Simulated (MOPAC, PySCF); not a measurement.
Series Al-XY, Y = methyl, computed as singlets and as triplets. Isolated molecules, 0 K electronic values unless said otherwise. One relaxed conformer stands for each flexible species; it need not be the lowest. Strings in code marks are SMILES.

Quantity: adiabatic spin-state energy, in kcal/mol. HF references are unrestricted for open shells and restricted for singlets. Semi-empirical values (MOPAC) are differences of heats of formation. Levels without diffuse functions put anions too high.

Level 1: frozen-core MP2/6-31G* // PBE0-D3(BJ)/def2-TZVPD (PySCF)
Level 2: HF/3-21G // PBE0-D3(BJ)/def2-TZVPD (PySCF)
Level 3: AM1 // PBE0-D3(BJ)/def2-TZVPD (MOPAC)
Level 4: PM3 // PBE0-D3(BJ)/def2-TZVPD (MOPAC)

| species | level 1 | level 2 | level 3 | level 4 |
|---|---|---|---|---|
| `[CH3][Al-][CH3]`: multiplicity 3 minus multiplicity 1 | 15.3 | 8.44 | 6.70 | -13.3 |
| `[CH3][Al-][C]#N`: multiplicity 3 minus multiplicity 1 | 19.6 | 9.46 | 6.14 | -22.5 |
| `[CH3][Al-][Cl]`: multiplicity 3 minus multiplicity 1 | 26.4 | 20.7 | 17.8 | -15.1 |
| `[CH3][Al-][NH2]`: multiplicity 3 minus multiplicity 1 | 26.3 | 21.0 | 19.6 | -41.9 |
| `[CH3][Al-][CH]=O`: multiplicity 3 minus multiplicity 1 | 13.5 | 3.35 | 3.96 | -12.6 |
